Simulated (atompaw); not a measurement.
How hard is this tantalum PAW (atompaw) potential?

* Element: tantalum
* Generator: atompaw 4.2.0.5
* Type: PAW
* Functional: PBE
* Relativity: scalar-relativistic
* Frozen core: [Kr] 4d10 4f14 5s2
* Valence charge: 11
* Reference configuration: 5p6 5d3 6s1.75 6p0.25
* Partial waves: 6s (bound): rc 2.85 bohr; 6s channel at 1.9 Ry: rc 3.00 bohr; 5p (bound): rc 1.55 bohr; 6p (bound): rc 3.00 bohr; 5d (bound): rc 3.00 bohr; 5d channel at 4.9 Ry: rc 3.00 bohr
* Local potential: troulliermartins scheme with l = 3 at 0 Ry, radius 2.50 bohr
* Core correction: smooth core density matched at 2.30 bohr
* Augmentation charge: sinc compensation charge, radius 2.90 bohr; PAW radius 3.00 bohr; waves and projectors: custom rrkj gramschmidtortho

The pseudo-atom Hamiltonian at the reference potential is diagonalised in spherical Bessel functions j_l(qr) that vanish at 20 bohr, with q² up to the cutoff. All-electron valence levels (Ry): 6s -0.4191, 5p -2.9251, 6p -0.1168, 5d -0.2891.

How do the lowest levels (Ry) of each channel move with the cutoff, and are there ghosts?

| cutoff (Ry) | s #1 | s #2 | p #1 | p #2 | p #3 | d #1 | d #2 | f #1 | Σ f·Δε (mRy) |
| --- | --- | --- | --- | --- | --- | --- | --- | --- | --- |
| 8 | -1.4757 | -0.4190 | -1.1761 | -0.1167 | 0.0340 | -0.2748 | 0.0435 | 0.0941 | 10537.7 |
| 12 | -3.7150 | -0.4191 | -2.4891 | -0.1168 | 0.0340 | -0.2889 | 0.0435 | 0.0941 | 2616.7 |
| 18 | -4.6268 | -0.4191 | -2.8468 | -0.1168 | 0.0340 | -0.2891 | 0.0434 | 0.0941 | 469.8 |
| 25 | -4.7403 | -0.4191 | -2.9156 | -0.1168 | 0.0340 | -0.2891 | 0.0434 | 0.0941 | 57.4 |
| 40 | -4.7513 | -0.4192 | -2.9247 | -0.1168 | 0.0340 | -0.2892 | 0.0434 | 0.0941 | 2.2 |
| 50 | -4.7530 | -0.4192 | -2.9249 | -0.1168 | 0.0340 | -0.2892 | 0.0434 | 0.0941 | 1.6 |
| 60 | -4.7534 | -0.4192 | -2.9250 | -0.1168 | 0.0340 | -0.2892 | 0.0434 | 0.0941 | 0.6 |
| 80 | -4.7534 | -0.4192 | -2.9251 | -0.1168 | 0.0340 | -0.2892 | 0.0434 | 0.0941 | 0.2 |
| 400 | -4.7534 | -0.4192 | -2.9251 | -0.1168 | 0.0340 | -0.2892 | 0.0434 | 0.0941 | 0.0 |

Result: ghost state, extra bound levels that the all-electron valence spectrum of the same l lacks: s at -64.7 eV (a true bound ghost makes a file unfit for plane-wave use); 10 mRy is reached at 35 Ry and 1 mRy at 60 Ry.
